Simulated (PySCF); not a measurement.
# Spin-rotation constants: `FC1=C([SiH3])[P@H+]1c1cccc(F)c1`, [C₈H₈F₂PSi]+, charge +1

Molfile (atoms numbered from 1):
```
C8H8F2PSi
     RDKit          3D

 20 21  0  0  0  0  0  0  0  0999 V2000
    2.3944    1.5915   -2.3210 F   0  0  0  0  0  0  0  0  0  0  0  0
    2.0772    0.6493   -1.4926 C   0  0  0  0  0  0  0  0  0  0  0  0
    2.3931    0.0396   -0.3495 C   0  0  0  0  0  0  0  0  0  0  0  0
    3.7035    0.0551    1.0744 Si  0  0  0  0  0  4  0  0  0  0  0  0
    0.8844   -0.6189   -1.1236 P   0  0  1  0  0  0  0  0  0  0  0  0
   -0.7434   -0.2996   -0.4311 C   0  0  0  0  0  0  0  0  0  0  0  0
   -1.7932   -1.1570   -0.7522 C   0  0  0  0  0  0  0  0  0  0  0  0
   -3.0497   -0.9078   -0.2247 C   0  0  0  0  0  0  0  0  0  0  0  0
   -3.2592    0.1770    0.6104 C   0  0  0  0  0  0  0  0  0  0  0  0
   -2.1946    1.0156    0.9145 C   0  0  0  0  0  0  0  0  0  0  0  0
   -2.3859    2.0562    1.7211 F   0  0  0  0  0  0  0  0  0  0  0  0
   -0.9263    0.7985    0.4036 C   0  0  0  0  0  0  0  0  0  0  0  0
    4.4443   -1.1773    0.8351 H   0  0  0  0  0  0  0  0  0  0  0  0
    4.4260    1.2944    0.8272 H   0  0  0  0  0  0  0  0  0  0  0  0
    2.8760    0.0371    2.2756 H   0  0  0  0  0  0  0  0  0  0  0  0
    0.9970   -1.8272   -1.7865 H   0  0  0  0  0  0  0  0  0  0  0  0
   -1.6286   -2.0033   -1.4040 H   0  0  0  0  0  0  0  0  0  0  0  0
   -3.8709   -1.5639   -0.4664 H   0  0  0  0  0  0  0  0  0  0  0  0
   -4.2317    0.3830    1.0287 H   0  0  0  0  0  0  0  0  0  0  0  0
   -0.1177    1.4684    0.6580 H   0  0  0  0  0  0  0  0  0  0  0  0
  1  2  1  0
  2  3  2  0
  3  4  1  0
  3  5  1  0
  5  6  1  0
  6  7  2  0
  7  8  1  0
  8  9  2  0
  9 10  1  0
 10 11  1  0
 10 12  2  0
  5  2  1  0
 12  6  1  0
  4 13  1  0
  4 14  1  0
  4 15  1  0
  5 16  1  6
  7 17  1  0
  8 18  1  0
  9 19  1  0
 12 20  1  0
M  CHG  1   5   1
M  END
```

Method: GIAO PBE/pcSseg-1 magnetisability, rotational g tensor and spin-rotation constants, non-relativistic, gas phase in PySCF 2.14.0. Geometry: GFN2-xTB.

For an ion the centre-of-mass motion in the field is neglected.

(1) Give the nuclear spin-rotation constants along the inertial axes (H = +C I·J) beside the isotropic shieldings.

Results:

(1) Rotational constants 1.0960, 0.3701, 0.3379 GHz. A star marks the isotopologue with that one atom substituted, in its own axes.
```csv
atom,isotope,Caa (kHz),Cbb (kHz),Ccc (kHz),mean (kHz),σ (ppm)
F1,19F,1.121,0.449,0.521,0.697,247.7
P5,31P,1.172,0.440,0.541,0.718,435.0
F11,19F,1.939,0.505,0.281,0.908,238.2
H13,1H,-0.068,-0.029,-0.014,-0.037,26.8
H14,1H,-0.070,-0.032,-0.009,-0.037,26.5
H15,1H,-0.046,-0.018,-0.031,-0.032,26.9
H16,1H,-0.121,-0.005,-0.023,-0.050,25.2
H17,1H,-0.097,0.015,-0.030,-0.037,23.9
H18,1H,0.000,-0.014,-0.028,-0.014,23.4
H19,1H,0.103,-0.038,-0.040,0.009,23.5
H20,1H,-0.008,-0.015,-0.034,-0.019,24.5
C2,13C*,0.471,0.115,0.125,0.237,13.9
C3,13C*,0.325,0.079,0.106,0.170,78.9
Si4,29Si*,-0.598,-0.200,-0.184,-0.328,418.9
C6,13C*,0.481,0.099,0.059,0.213,66.2
C7,13C*,0.397,0.152,0.061,0.203,50.3
C8,13C*,0.486,0.135,0.060,0.227,42.9
C9,13C*,0.496,0.123,0.059,0.226,49.6
C10,13C*,0.427,0.170,0.100,0.232,7.7
C12,13C*,0.418,0.127,0.059,0.201,63.2
```
For the geometry as given, no vibrational averaging.
